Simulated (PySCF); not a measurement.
# Partial charges of `FC(F)/C=C/CCN[SiH3]`

C₅H₁₁F₂NSi.
Structure used (GFN2-xTB), in Å, numbered top down from 1:
```xyz
20
C5H11F2NSi angstrom
F     -3.825   -1.717    0.392
C     -3.577   -0.414    0.082
F     -3.892   -0.273   -1.228
C     -2.149   -0.065    0.370
C     -1.334    0.501   -0.505
C      0.094    0.826   -0.240
C      1.018    0.062   -1.211
N      2.414    0.307   -0.976
Si     3.346   -0.543    0.195
H     -4.295    0.193    0.661
H     -1.834   -0.331    1.369
H     -1.696    0.738   -1.497
H      0.255    1.899   -0.381
H      0.366    0.567    0.784
H      0.841   -1.009   -1.098
H      0.767    0.343   -2.241
H      2.663    1.266   -1.170
H      4.710   -0.077   -0.037
H      2.976   -0.303    1.601
H      3.145   -1.960   -0.101
```

Density: PBE0/pcSseg-1 (PySCF); schemes: Mulliken, IAO, Hirshfeld and ESP-fitted. The structure is a single GFN2-xTB conformer in the gas phase; no vibrational or solvent corrections.

**Question.** Which atoms carry the highest charge in the Mulliken, IAO, Hirshfeld and ESP-fitted schemes?

**Answer.** All schemes agree: Mulliken Si9 (+0.609); IAO Si9 (+0.744); Hirshfeld Si9 (+0.345); ESP-fitted Si9 (+0.496).

**Question.** At which atom do the 4 schemes differ most?

**Answer.** At N8: from -0.865 (ESP-fitted) to -0.242 e (Hirshfeld), 0.623 e apart.

**Question.** Do the Mulliken, IAO, Hirshfeld and ESP-fitted schemes agree on where the charge is lowest?

**Answer.** All schemes agree: Mulliken N8 (-0.668); IAO N8 (-0.672); Hirshfeld N8 (-0.242); ESP-fitted N8 (-0.865).

**Question.** Tabulate the Mulliken, IAO, Hirshfeld and ESP-fitted charges.

**Answer.** In e:

```
atom                   environment  Mulliken     IAO  Hirshfeld  ESP-fitted
  F1       fluorine of a CF2 group    -0.308  -0.310     -0.118      -0.234
  C2                   CHF2 carbon    +0.586  +0.445     +0.145      +0.438
  F3       fluorine of a CF2 group    -0.299  -0.304     -0.099      -0.226
  C4              alkene CH carbon    -0.279  -0.209     -0.077      -0.308
  C5              alkene CH carbon    -0.136  -0.117     -0.028      -0.181
  C6                allylic carbon    -0.189  -0.272     -0.074      -0.071
  C7  sp3 carbon bound to nitrogen    -0.002  -0.134     -0.018      +0.322
  N8        silicon-bound nitrogen    -0.668  -0.672     -0.242      -0.865
 Si9                  SiH3 silicon    +0.609  +0.744     +0.345      +0.496
 H10              methine hydrogen    +0.099  +0.142     +0.046      +0.053
 H11              vinylic hydrogen    +0.118  +0.156     +0.050      +0.175
 H12              vinylic hydrogen    +0.114  +0.154     +0.043      +0.153
 H13            methylene hydrogen    +0.128  +0.142     +0.042      +0.051
 H14            methylene hydrogen    +0.126  +0.137     +0.040      +0.073
 H15            methylene hydrogen    +0.127  +0.140     +0.041      +0.039
 H16            methylene hydrogen    +0.121  +0.134     +0.040      -0.002
 H17                  N–H hydrogen    +0.191  +0.252     +0.113      +0.386
 H18                 Si–H hydrogen    -0.109  -0.126     -0.078      -0.091
 H19                 Si–H hydrogen    -0.124  -0.168     -0.095      -0.129
 H20                 Si–H hydrogen    -0.105  -0.135     -0.079      -0.081
```

Mean size of the charges over all atoms: IAO 0.245 e, Mulliken 0.222 e, ESP-fitted 0.219 e, Hirshfeld 0.091 e. Each set sums to the total charge, 0, to within 0.001 e. The Hirshfeld scheme divides the density at each point in proportion to the densities of the neutral, spherically averaged free atoms.

**Question.** How many electrons does the ESP-fitted scheme count on C2?

**Answer.** Z − q = 6 − (+0.438) = 5.562.

**Question.** How closely do the schemes follow one another over all atoms?

**Answer.** Correlation coefficient and root-mean-square difference: IAO with Hirshfeld 0.98, 0.186 e; Mulliken with IAO 0.98, 0.063 e; Mulliken with Hirshfeld 0.95, 0.179 e; Mulliken with ESP-fitted 0.92, 0.119 e; IAO with ESP-fitted 0.88, 0.150 e; Hirshfeld with ESP-fitted 0.87, 0.203 e.

These values come from a run that also computed NMR shieldings. Hardware: Arm Neoverse V1, one thread, shared host with 32 logical CPUs at a one-minute load of 26. Cost: 46 s of wall time, 0.95 GiB resident at most.
